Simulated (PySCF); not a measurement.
**Ru⁴²⁺ (ruthenium, charge +42): Hartree-Fock from Schrödinger to Dirac-Coulomb-Breit**

Occupied: 1s1/2. Hartree-Fock calculated with PySCF 2.14 in an even-tempered Gaussian basis (16 s from 6.8 bohr⁻², ratio 2.7; 12 p from 8.2 bohr⁻², ratio 2.7), Gaussian nucleus throughout. NR is non-relativistic, sf-X2C the spin-free one-electron X2C Hamiltonian, X2C adds the bare one-electron spin-orbit term, X2C-SNSO screens it by Boettger's factors, DC is four-component Dirac-Coulomb, and the Gaunt and Breit terms are added at first order (total energies over the DC spinors, levels after relaxing the spinors in that mean field). QED terms are absent. Levels marked empty are virtual spinors of this ion.

```json
{"Hamiltonian": "NR", "E (hartree)": "-1908.5640"}
{"Hamiltonian": "sf-X2C", "E (hartree)": "-1959.5141"}
{"Hamiltonian": "X2C", "E (hartree)": "-1959.5141"}
{"Hamiltonian": "X2C-SNSO", "E (hartree)": "-1959.5141"}
{"Hamiltonian": "DC", "E (hartree)": "-1960.0744"}
{"Hamiltonian": "DC+Gaunt", "E (hartree)": "-1958.9289"}
{"Hamiltonian": "DC+Breit", "E (hartree)": "-1958.9289"}
```

| level (eV) | NR | sf-X2C | X2C | X2C-SNSO | DC | DC+Gaunt | DC+Breit |
| --- | --- | --- | --- | --- | --- | --- | --- |
| 1s1/2 | -25596.2 | -26267.1 | -26267.1 | -26267.1 | -26282.1 | -26251.3 | -26251.3 |
| 2s1/2 (empty) | -6115.0 | -6315.6 | -6315.6 | -6315.6 | -6317.1 | -6313.7 | -6314.1 |
| 2p1/2 (empty) | -6033.6 | -6117.5 | -6229.1 | -6226.4 | -6225.4 | -6218.4 | -6219.5 |
| 2p3/2 (empty) | -6033.6 | -6117.5 | -6066.3 | -6067.4 | -6068.6 | -6065.0 | -6066.0 |
| 3s1/2 (empty) | -2690.8 | -2761.6 | -2761.6 | -2761.6 | -2762.0 | -2761.1 | -2761.2 |

Problem. How large are the two-electron picture-change error of X2C and the Breit correction in the total energy?

Solution. X2C-1e lies 0.5603 hartree above Dirac-Coulomb; Gaunt adds 1.1455 and the full Breit term 1.1455 hartree.

```tsv
interval (eV)	X2C	X2C-SNSO	DC	DC+Gaunt	DC+Breit
2p3/2 − 2p1/2	162.8	159.0	156.8	153.5	153.5
```

Weight of the small component: 1s1/2 0.0261, 2s1/2 0.00621, 2p1/2 0.00617, 2p3/2 0.00601, 3s1/2 0.00273.

Koopmans' value for the highest occupied level at DC+Breit: 26251.3 eV, against an ionisation energy of 26229.9 eV (theoretical estimate listed by NIST; NIST Atomic Spectra Database, ionization energies); the former lacks relaxation, correlation, QED and recoil.

The whole ladder took 49 s of wall time on 1 thread of Intel(R) Xeon(R) Platinum 8375C CPU @ 2.90GHz (shared host), launched as `OMP_NUM_THREADS=1 python relrun2.py TASK.json OUT` (a driver that calls PySCF for each Hamiltonian).
